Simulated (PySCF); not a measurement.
PySCF 2.14 output of an unrestricted wB97M-V calculation on a single atom or ion in x2c-TZVPPall with one added diffuse shell each of s, p, d, f type (7s6p5d3f1g, 80 functions), with the spin-free X2C one-electron Hamiltonian (Gaussian nucleus):

```
SCF conv_tol = 1e-09
number electrons alpha = 15  beta = 14
    N. Mardirossian and M. Head-Gordon.,  J. Chem. Phys. 144, 214110 (2016)
cycle= 1 E= -1795.40641183289  delta_E= -0.00991  |g|= 0.186  |ddm|= 0.163
cycle= 2 E= -1795.40124059314  delta_E= 0.00517  |g|= 0.283  |ddm|= 0.154
cycle= 3 E= -1795.4107419006  delta_E= -0.0095  |g|= 0.00475  |ddm|= 0.0578
cycle= 4 E= -1795.41076178873  delta_E= -1.99e-05  |g|= 0.0017  |ddm|= 0.0224
cycle= 5 E= -1795.41076259788  delta_E= -8.09e-07  |g|= 0.000122  |ddm|= 0.00393
cycle= 6 E= -1795.41076260163  delta_E= -3.76e-09  |g|= 7.15e-06  |ddm|= 0.000143
cycle= 7 E= -1795.41076260166  delta_E= -3e-11  |g|= 9.2e-07  |ddm|= 2.37e-05
converged SCF energy = -1795.41076260166  <S^2> = 0.75013648  2S+1 = 2.0001365
```

The run itself started from symmetry-adapted Hartree-Fock orbitals and held the occupation by maximum overlap, on a logarithmic radial grid, so the iterations belong to that start.

Question: Which element, charge and spin multiplicity is this?

Answer: Zn+ (zinc, charge +1), multiplicity 2; the state was [Ar] 3d10 4s1, 2S determinant.
